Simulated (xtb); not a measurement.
C2H6FGa, SMILES C[CH2][GaH][F]. All values are semi-empirical tight-binding results from xtb (GFN2-xTB unless named), good for trends rather than for accurate numbers. The structure is a stationary point at GFN2-xTB. The structure was generated by enumeration; whether it is a known compound was not checked. One conformer was computed; it need not be the lowest.

For metal compounds this method's bond lengths and energies can be far off.

Computed properties:
```json
{
 "orbital_gap": "4.30 eV",
 "zero_point_energy": "43.5 kcal/mol",
 "G − E(el) at 298.15 K (modified RRHO)": "23.8 kcal/mol"
}
```
